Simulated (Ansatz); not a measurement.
Two members of one family (Series SnX2), computed with Ansatz in the gas phase; def2 core potentials for Sn, no spin–orbit coupling. The two geometries come from different levels. Binding counts from free atoms in the multiplicity of their measured ground term, without zero-point energy. A dash marks a value that wasn't run or was left out as unsound. The structures are stationary points that may keep the symmetry of their start.

First: SnCl2 (singlet, charge 0, PBE-D4/def2-TZVP geometry).

```csv
atom,x (Å),y (Å),z (Å)
Sn1,0.059,-0.142,1.021
Cl2,0.908,1.620,-0.350
Cl3,-0.967,-1.478,-0.672
```

```json
{"level": "PBE-D4/def2-SVP", "HOMO (eV)": "-6.75", "LUMO (eV)": "-3.66", "gap (eV)": "3.10", "vertical IE (eV)": "–", "vertical triplet (eV)": "–", "binding per atom (eV)": "2.79"}
{"level": "PBE-D4/def2-TZVP", "HOMO (eV)": "-6.99", "LUMO (eV)": "-3.83", "gap (eV)": "3.16", "vertical IE (eV)": "9.92", "vertical triplet (eV)": "2.90", "binding per atom (eV)": "2.82"}
{"level": "BLYP-D4/def2-TZVP", "HOMO (eV)": "-6.84", "LUMO (eV)": "-3.75", "gap (eV)": "3.09", "vertical IE (eV)": "–", "vertical triplet (eV)": "–", "binding per atom (eV)": "2.73"}
{"level": "r2SCAN-D4/def2-TZVP", "HOMO (eV)": "-7.30", "LUMO (eV)": "-3.80", "gap (eV)": "3.50", "vertical IE (eV)": "10.09", "vertical triplet (eV)": "2.79", "binding per atom (eV)": "2.75"}
{"level": "ωB97X-V/def2-TZVP", "HOMO (eV)": "-10.21", "LUMO (eV)": "-1.30", "gap (eV)": "8.91", "vertical IE (eV)": "–", "vertical triplet (eV)": "–", "binding per atom (eV)": "2.73"}
```

Second: SnF2 (singlet, charge 0, PBE0-D4/def2-TZVP geometry).

```
atom   x (Å)   y (Å)   z (Å)
 Sn1   0.632   0.149  -0.570
  F2  -0.897   1.199  -0.027
  F3   0.265  -1.347   0.596
```

Task: Estimate the same table for the second.

Result: 
```json
{"level": "PBE-D4/def2-SVP", "HOMO (eV)": "-7.16", "LUMO (eV)": "-3.23", "gap (eV)": "3.92", "vertical IE (eV)": "–", "vertical triplet (eV)": "–", "binding per atom (eV)": "3.54"}
{"level": "PBE-D4/def2-TZVP", "HOMO (eV)": "-7.46", "LUMO (eV)": "-3.44", "gap (eV)": "4.02", "vertical IE (eV)": "10.97", "vertical triplet (eV)": "3.60", "binding per atom (eV)": "3.64"}
{"level": "BLYP-D4/def2-TZVP", "HOMO (eV)": "-7.40", "LUMO (eV)": "-3.42", "gap (eV)": "3.98", "vertical IE (eV)": "–", "vertical triplet (eV)": "–", "binding per atom (eV)": "3.61"}
{"level": "r2SCAN-D4/def2-TZVP", "HOMO (eV)": "-7.80", "LUMO (eV)": "-3.38", "gap (eV)": "4.43", "vertical IE (eV)": "11.09", "vertical triplet (eV)": "3.45", "binding per atom (eV)": "3.50"}
{"level": "ωB97X-V/def2-TZVP", "HOMO (eV)": "-10.94", "LUMO (eV)": "-0.81", "gap (eV)": "10.13", "vertical IE (eV)": "–", "vertical triplet (eV)": "–", "binding per atom (eV)": "3.52"}
```
